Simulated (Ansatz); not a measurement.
TiO₂⁺. The state is a doublet with charge 1. Geometry PBE-D4/def2-TZVP; atoms count from 1.

Cartesian coordinates in Å:
```
Ti -0.082 0.714 0.221
O -1.164 -0.469 -0.196
O 1.246 -0.245 -0.026
```

Question: Estimate the Mulliken populations from the PBE0/def2-TZVP orbitals of Ansatz.

Answer: 
```tsv
atom	charge (e)	spin (α − β)	d electrons
Ti1	1.50	-0.43	2.31
O2	-0.25	0.71	–
O3	-0.25	0.71	–
```
Mulliken values depend strongly on the basis.

Question: Where does the spin sit?

Answer: Summed by element: Ti -0.43, O 1.43, of 1 unpaired in all. Largest on single atoms: O2 0.71, O3 0.71, Ti1 -0.43.

Question: And the Mayer bond orders between heavy atoms (over 0.3)?

Answer: Ti1–O2 1.84 (1.66 Å); Ti1–O3 1.84 (1.66 Å).
